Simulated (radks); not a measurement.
Q: Valence configurations of neutral vanadium (all share [Ar]). All-electron calculation, non-relativistic Kohn-Sham, r2SCAN, spin-polarised, spherical densities, point nucleus; open shells are filled with parallel spins first; meta-GGA in the generalised Kohn-Sham scheme. Program: a radial shooting solver on a logarithmic mesh with Libxc functionals. Order these by energy: 3d3 4s2; 3d2 4s2 4p1; 3d4 4p1; 3d2 4s1 4p2; 3d3 4s1 4p1; 3d2.5 4s2 4p0.5; 3d5; 3d1 4s2 4p2; 3d4 4s1; 3d3.5 4s1 4p0.5.

A: From the lowest, in eV above it: 3d4 4s1 0.000; 3d3.5 4s1 4p0.5 1.340; 3d3 4s2 1.664; 3d5 1.681; 3d4 4p1 3.180; 3d3 4s1 4p1 3.413; 3d2.5 4s2 4p0.5 4.593; 3d2 4s2 4p1 8.481; 3d2 4s1 4p2 10.291; 3d1 4s2 4p2 19.533. NIST lists [Ar] 3d3 4s2 as the ground configuration; this level of theory puts 3d4 4s1 lower, by 1.664 eV. The energies are those of spherical high-spin densities, not of single terms.
